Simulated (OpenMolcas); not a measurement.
Computed levels of 4d⁵ in ions with 41 electrons, in cm-1 above ⁶S_5/2.

```
Program             : OpenMolcas 26.06
Method              : MS-RASPT2, IPEA 0.25 Eh, imaginary shift 0.1 Eh
Basis               : ANO-RCC-VTZP
Scalar Hamiltonian  : DKH2, point nucleus
Spin-orbit coupling : state interaction with AMFI integrals over the reference wave functions, term energies averaged over their components
```

Active space for each ion: 5 electrons in 9 orbitals (RAS2 4d 5s; RAS3 5p, at most 2 electrons); closed shells correlated by CASPT2: 4s 4p.

| Level | Mo+ | Ru3+ |
| --- | --- | --- |
| ⁴G_5/2 | 16530 | 23670 |
| ⁴G_7/2 | 16630 | 23930 |
| ⁴G_9/2 | 16710 | 24090 |
| ⁴G_11/2 | 16720 | 24030 |
| ⁴P_1/2 | 17130 | 27110 |
| ⁴P_3/2 | 17200 | 26370 |
| ⁴P_5/2 | 17490 | 25880 |
| ⁴D_1/2 | 24020 | 29230 |
| ⁴D_3/2 | 24060 | 29800 |

**Question.** Estimate ⁴G_5/2, ⁴G_7/2 for Tc2+ from its neighbours Mo+ and Ru3+.

**Answer.** ⁴G_5/2 is another term, which grows about linearly with the charge: (16530 + 23670) / 2 = 20100. The calculation gives 20560, so the estimate is off by -2.2 %.
⁴G_7/2 is another term, which grows about linearly with the charge: (16630 + 23930) / 2 = 20280. The calculation gives 20730, so the estimate is off by -2.2 %.

Mixed levels, with the weight of the term that names them: Mo+ ⁴P_3/2 (66 %), Mo+ ⁴P_5/2 (66 %), Tc2+ ⁴P_3/2 (64 %), Tc2+ ⁴P_5/2 (61 %), Tc2+ ⁴D_3/2 (64 %), Ru3+ ⁴P_1/2 (72 %), Ru3+ ⁴P_3/2 (60 %), Ru3+ ⁴P_5/2 (57 %), Ru3+ ⁴D_1/2 (73 %), Ru3+ ⁴D_3/2 (59 %).

Term energies are means over components that CASPT2 splits; among the terms shown or strongly mixed into the levels shown the widest spread is 100 cm-1 (4d⁵ ⁴G, Ru3+). Blocks of more than 70 roots (2S+1 = 4 even, 2 even) ran without multistate coupling. Some high roots are left out of the spin-orbit mixing, which shifts the levels that they would mix with. Terms from blocks run as CI alone lack orbitals of their own. Configurations are named by rounded mean occupations; where the s occupation lies near a half they are strongly mixed, a name can repeat and a true partner stay unpaired (holds for Mo+). Only configurations of the active space appear.
